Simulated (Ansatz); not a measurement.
`O[SiH](Cl)Br` + `N[SiH](O)O` → `O[SiH](O)N[SiH](O)Cl` + HBr  (ligand exchange at the Si–Br bond)

Computed with Ansatz on PBE0-D4/def2-TZVP structures; ΔE is electronic, products minus reactants. CCSD(T)/CBS adds triple-zeta CCSD(T) − MP2 to the extrapolated MP2 energy (def2 sets, frozen cores). This one scheme is used for every species. DFT in def2-TZVPP. For Br outer-core shells are correlated without core-valence functions, which leaves a few kJ/mol of doubt a bond. Scalar relativity is left out up to krypton. Each species was taken in one conformer, which may not be the lowest.

| level | ΔE (kJ/mol) |
| --- | --- |
| PBE | 22.6 |
| PBE0 | 20.1 |
| MP2/def2-TZVPP | 11.4 |
| HF/def2-QZVPP | 15.3 |

(1) What does CCSD(T)/CBS give? (Estimate.)

Largest T1 diagnostic among the species: 0.011.

Results:

(1) Computed: +12.7 kJ/mol. The listed levels differ from it by 9.9, 7.4, -1.3, 2.6 kJ/mol.

The D4 term adds −9.4 kJ/mol with B3LYP and −5.8 kJ/mol with PBE0; it sums over pairs of atoms, weighted by their polarisabilities, and B3LYP, whose exchange is more repulsive, gets the larger term. In def2-TZVPP, CCSD(T) changes the Hartree–Fock value by −9.6 kJ/mol (the triples alone add −0.9 kJ/mol) and MP2 by −4.4 kJ/mol.

B3LYP here is the variant with VWN-RPA as its local correlation; programs differ in this.
